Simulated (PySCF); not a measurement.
**Substituent effects on chemical shifts**

Parent skeleton `[CH3:1][O:2][C:3]([CH3:4])=[S:5]`; one hydrogen on atom 1 is replaced by X. Hydrogens on one atom are averaged.

- coordinates at the GFN2-xTB level
- PBE0/pcSseg-1 with gauge-including orbitals
- run in PySCF
- gas phase, rapidly exchanging positions averaged, no relativistic terms, single conformer

Shifts are taken against calculated references (same method and geometry level): 13C (σref 186.93), 1H (σref 31.72) vs TMS; 17O (σref 336.08) vs H2O; CS2 for 33S (σref 503.73).

Parent (X = H): C1 60.5, O2 274.7, C3 230.7, C4 35.2, S5 431.9, H(C1) 4.20, H(C4) 2.75 ppm. Effects are Δδ = δ(X) − δ(H), positive for deshielding.

(1) Give Δδ (ppm) for X = OSiH3, CF3, tBu.

(2) Which position responds most, and to which substituents?

Results:

(1) 
| X | SMILES | C1 | O2 | C3 | C4 | S5 | H(C1) | H(C4) |
| --- | --- | --- | --- | --- | --- | --- | --- | --- |
| OSiH3 | CC(=S)OCO[SiH3] | +36.9 | +26.0 | -4.8 | +0.4 | +48.7 | +1.82 | +0.06 |
| CF3 | CC(=S)OCC(F)(F)F | +12.7 | -7.3 | -1.1 | -0.1 | +35.5 | +0.46 | +0.15 |
| tBu | CC(=S)OCC(C)(C)C | +25.8 | +16.5 | -1.4 | +0.6 | +19.3 | -0.10 | +0.05 |

(2) O2: from -7.3 ppm with CF3 to +26.0 ppm with OSiH3.

Unscaled 17O shifts of doubly bonded oxygen tend to come out too high, by tens of ppm or more. Experimental scales use liquid or dissolved standards, which lie at an offset from isolated H2O (liquid H2O: subtract about 36 ppm).
